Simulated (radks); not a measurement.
Results of a calculation; reference values are marked as such.
Task: Radial electron density D(r) = 4 pi r^2 rho(r) of an atom or ion with 11 electrons. Code: a radial shooting solver on a logarithmic mesh with Libxc functionals. Model: Dirac Kohn-Sham, exchange-only PBE, spin-unpolarised, spherical densities, point nucleus.

```
   r/bohr * D(r) (the largest magnitude, 14.5, reaches the edge; | marks zero)
  0.01006 |    *
  0.01279 |       *
  0.01626 |           *
  0.02067 |                *
  0.02628 |                       *
   0.0334 |                               *
  0.04246 |                                        *
  0.05398 |                                                *
  0.06862 |                                                     *
  0.08724 |                                                      *
   0.1109 |                                                 *
    0.141 |                                         *
   0.1778 |                                  *
    0.226 |                                *
   0.2873 |                                    *
   0.3653 |                                            *
   0.4643 |                                               *
   0.5903 |                                         *
   0.7504 |                           *
    0.954 |              *
    1.213 |     *
    1.542 |  *
     1.96 | *
    2.491 | *
    3.167 |*
    4.026 *
    5.119 *
    6.507 *
```

What is the nuclear charge?

Result: Z = 13. The innermost maximum, from 1s, lies near gamma/Z bohr with gamma = sqrt(1 - (Z/c)^2) = 0.995, here 0.0766 bohr (found: 0.0805), and its height grows with Z. The density is that of the aluminium ion Al2+ in [Ne] 3s1; the configuration itself is not fixed sharply by these data, and Z only to about a unit. D(r) has 2 maxima, at r = 0.0805, 0.446 bohr, and minima at 0.215 bohr, inside which lie 2.21 electrons.
